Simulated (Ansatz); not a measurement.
Method: B3LYP-D3(BJ)/def2-TZVP (Ansatz, a first-principles code). No frequencies were computed at this level.

Ansatz 0.2 input:
```yaml
crystal:
  periodic: [false, false, false]
  atoms:
    - { symbol: C, position_ang: [1.345736, -0.338147, -0.227887] }
    - { symbol: C, position_ang: [0.32604, 0.296576, 0.381612] }
    - { symbol: Si, position_ang: [-1.449068, 0.101054, 0.004269] }
    - { symbol: H, position_ang: [1.181729, -1.032926, -1.0345] }
    - { symbol: H, position_ang: [2.370812, -0.178103, 0.061943] }
    - { symbol: H, position_ang: [0.571979, 0.981414, 1.186967] }
    - { symbol: H, position_ang: [-1.922562, -0.75018, -1.067295] }
    - { symbol: H, position_ang: [-2.424667, 0.920314, 0.694891] }
basis:
  gaussian: { orbitals: def2-tzvp }
hamiltonian:
  xc: b3lyp
  dispersion: d3bj
relax:
  max_steps: 150
magnetization:
  spin_polarized: true
  initial_magnetization: 1
```

Output:

```
Functional definition: B3LYP
841 factors; their error is unknown
mean field evaluation 1: about -10019.2051 eV, gradient 4.9e1 eV
mean field evaluation 2: about -9953.2442 eV, gradient 1.0e2 eV
mean field evaluation 4: about -10032.2977 eV, gradient 6.5e0 eV
mean field evaluation 8: about -10032.6251 eV, gradient 8.5e-2 eV
mean field evaluation 16: about -10032.6435 eV, gradient 2.4e-4 eV
mean field -10032.64353891 eV, -368.6928496848 hartree, gradient 5.9e-5 eV, S^2 0.766736; 0 other end points of the search recorded, 0 dependent functions left out
reference -10032.64378614 eV, -368.6928587705 hartree; 16, 15 occupied and 113, 114 virtual orbitals, 841 factors
relax step   1: F+E_penalty+E_count = -10032.90894197 eV  Δ(F+E_penalty+E_count) = +0.000e0 eV  max|allowed force component| = 6.091e-1 eV/Å  Δτ_max = 0.0000 Å  (33 SCF iters, accepted)
these checks for a lower state are left out or cut short: starts, cluster_reference, orbital_swaps, neighbouring_geometries, increment
841 factors; their error is unknown
mean field -10032.67076755 eV, -368.6938503189 hartree, gradient 1.6e-5 eV, S^2 0.766746; 0 other end points of the search recorded, 0 dependent functions left out
reference -10032.67101532 eV, -368.6938594243 hartree; 16, 15 occupied and 113, 114 virtual orbitals, 841 factors
relax step   2: F+E_penalty+E_count = -10032.93651469 eV  Δ(F+E_penalty+E_count) = -2.757e-2 eV  max|allowed force component| = 3.042e-1 eV/Å  Δτ_max = 0.0421 Å  (35 SCF iters, accepted)
these checks for a lower state are left out or cut short: starts, cluster_reference, orbital_swaps, neighbouring_geometries, increment
841 factors; their error is unknown
mean field evaluation 32: about -10032.6950 eV, gradient 2.6e-3 eV
mean field -10032.69496148 eV, -368.6947394295 hartree, gradient 1.9e-5 eV, S^2 0.763829; 0 other end points of the search recorded, 0 dependent functions left out
reference -10032.69521300 eV, -368.6947486729 hartree; 16, 15 occupied and 113, 114 virtual orbitals, 841 factors
relax step   3: F+E_penalty+E_count = -10032.96214170 eV  Δ(F+E_penalty+E_count) = -2.563e-2 eV  max|allowed force component| = 1.119e0 eV/Å  Δτ_max = 0.1952 Å  (41 SCF iters, accepted)
these checks for a lower state are left out or cut short: starts, cluster_reference, orbital_swaps, neighbouring_geometries, increment
841 factors; their error is unknown
mean field -10032.76194426 eV, -368.6972010011 hartree, gradient 2.5e-5 eV, S^2 0.760117; 0 other end points of the search recorded, 0 dependent functions left out
reference -10032.76219044 eV, -368.6972100483 hartree; 16, 15 occupied and 113, 114 virtual orbitals, 841 factors
relax step   4: F+E_penalty+E_count = -10033.03134070 eV  Δ(F+E_penalty+E_count) = -6.920e-2 eV  max|allowed force component| = 6.930e-1 eV/Å  Δτ_max = 0.1891 Å  (41 SCF iters, accepted)
these checks for a lower state are left out or cut short: starts, cluster_reference, orbital_swaps, neighbouring_geometries, increment
841 factors; their error is unknown
mean field -10032.79780462 eV, -368.6985188452 hartree, gradient 1.1e-5 eV, S^2 0.760032; 0 other end points of the search recorded, 0 dependent functions left out
reference -10032.79805180 eV, -368.6985279290 hartree; 16, 15 occupied and 113, 114 virtual orbitals, 841 factors
relax step   5: F+E_penalty+E_count = -10033.06576979 eV  Δ(F+E_penalty+E_count) = -3.443e-2 eV  max|allowed force component| = 1.764e-1 eV/Å  Δτ_max = 0.1155 Å  (36 SCF iters, accepted)
these checks for a lower state are left out or cut short: starts, cluster_reference, orbital_swaps, neighbouring_geometries, increment
841 factors; their error is unknown
mean field -10032.78921977 eV, -368.6982033579 hartree, gradient 4.7e-5 eV, S^2 0.758413; 0 other end points of the search recorded, 0 dependent functions left out
reference -10032.78946508 eV, -368.6982123726 hartree; 16, 15 occupied and 113, 114 virtual orbitals, 841 factors
relax step   6: F+E_penalty+E_count = -10033.05833440 eV  Δ(F+E_penalty+E_count) = +7.435e-3 eV  max|allowed force component| = 3.140e-1 eV/Å  Δτ_max = 0.1967 Å  (36 SCF iters, rejected (line search))
these checks for a lower state are left out or cut short: starts, cluster_reference, orbital_swaps, neighbouring_geometries, increment
841 factors; their error is unknown
mean field -10032.79668345 eV, -368.6984776430 hartree, gradient 1.7e-5 eV, S^2 0.760096; 0 other end points of the search recorded, 0 dependent functions left out
reference -10032.79692954 eV, -368.6984866867 hartree; 16, 15 occupied and 113, 114 virtual orbitals, 841 factors
relax step   7: F+E_penalty+E_count = -10033.06441211 eV  Δ(F+E_penalty+E_count) = +1.358e-3 eV  max|allowed force component| = 4.442e-1 eV/Å  Δτ_max = 0.0567 Å  (33 SCF iters, rejected (line search))
these checks for a lower state are left out or cut short: starts, cluster_reference, orbital_swaps, neighbouring_geometries, increment
841 factors; their error is unknown
mean field evaluation 64: about -10032.7772 eV, gradient 1.1e0 eV
mean field -10032.80272786 eV, -368.6986997710 hartree, gradient 2.4e-5 eV, S^2 0.759830; 0 other end points of the search recorded, 0 dependent functions left out
reference -10032.80297444 eV, -368.6987088326 hartree; 16, 15 occupied and 113, 114 virtual orbitals, 841 factors
relax step   8: F+E_penalty+E_count = -10033.07079938 eV  Δ(F+E_penalty+E_count) = -5.030e-3 eV  max|allowed force component| = 8.233e-2 eV/Å  Δτ_max = 0.0276 Å  (35 SCF iters, accepted)
these checks for a lower state are left out or cut short: starts, cluster_reference, orbital_swaps, neighbouring_geometries, increment
841 factors; their error is unknown
mean field -10032.80405639 eV, -368.6987485935 hartree, gradient 2.0e-5 eV, S^2 0.759317; 0 other end points of the search recorded, 0 dependent functions left out
reference -10032.80430180 eV, -368.6987576121 hartree; 16, 15 occupied and 113, 114 virtual orbitals, 841 factors
relax step   9: F+E_penalty+E_count = -10033.07268344 eV  Δ(F+E_penalty+E_count) = -1.884e-3 eV  max|allowed force component| = 3.361e-2 eV/Å  Δτ_max = 0.0843 Å  (36 SCF iters, accepted)
these checks for a lower state are left out or cut short: starts, cluster_reference, orbital_swaps, neighbouring_geometries, increment
841 factors; their error is unknown
mean field -10032.80434526 eV, -368.6987592094 hartree, gradient 2.2e-5 eV, S^2 0.759388; 0 other end points of the search recorded, 0 dependent functions left out
reference -10032.80459075 eV, -368.6987682307 hartree; 16, 15 occupied and 113, 114 virtual orbitals, 841 factors
relax step  10: F+E_penalty+E_count = -10033.07296924 eV  Δ(F+E_penalty+E_count) = -2.858e-4 eV  max|allowed force component| = 2.387e-2 eV/Å  Δτ_max = 0.0208 Å  (35 SCF iters, accepted)
these checks for a lower state are left out or cut short: starts, cluster_reference, orbital_swaps, neighbouring_geometries, increment
841 factors; their error is unknown
mean field -10032.80444767 eV, -368.6987629727 hartree, gradient 2.1e-5 eV, S^2 0.759398; 0 other end points of the search recorded, 0 dependent functions left out
reference -10032.80469314 eV, -368.6987719935 hartree; 16, 15 occupied and 113, 114 virtual orbitals, 841 factors
relax step  11: F+E_penalty+E_count = -10033.07306863 eV  Δ(F+E_penalty+E_count) = -9.939e-5 eV  max|allowed force component| = 6.040e-3 eV/Å  Δτ_max = 0.0059 Å  (34 SCF iters, accepted)
841 factors; their error is unknown
mean field evaluation 96: about -10032.0715 eV, gradient 7.5e0 eV
mean field -10032.80444767 eV, -368.6987629727 hartree, gradient 4.4e-5 eV, S^2 0.759398; 1 other end points of the search recorded, 0 dependent functions left out
reference -10032.80469314 eV, -368.6987719935 hartree; 16, 15 occupied and 113, 114 virtual orbitals, 841 factors
Total energy: -10033.07331410 eV, -368.7086436318 hartree
Atom 0 at     1.291750    -0.314719    -0.246059 Å, force    -0.006040     0.003298     0.003919 eV/Å
Atom 1 at     0.303872     0.256131     0.457201 Å, force     0.001408    -0.004177    -0.001834 eV/Å
Atom 2 at    -1.485909    -0.107224     0.229561 Å, force     0.002630    -0.000042     0.001418 eV/Å
Atom 3 at     1.091110    -1.009943    -1.054101 Å, force     0.000035     0.000427    -0.001754 eV/Å
Atom 4 at     2.336655    -0.104442    -0.046318 Å, force    -0.000355    -0.001338     0.000531 eV/Å
Atom 5 at     0.578821     0.934609     1.261790 Å, force     0.001278     0.002176    -0.001107 eV/Å
Atom 6 at    -1.766674    -0.725052    -1.090253 Å, force     0.000772     0.000764    -0.000379 eV/Å
Atom 7 at    -2.349624     1.070642     0.488179 Å, force     0.000272    -0.001109    -0.000793 eV/Å
Dipole moment:     0.145073     0.007863     0.010353 e Å
```

Cost: about 60 core-seconds (a rough figure).
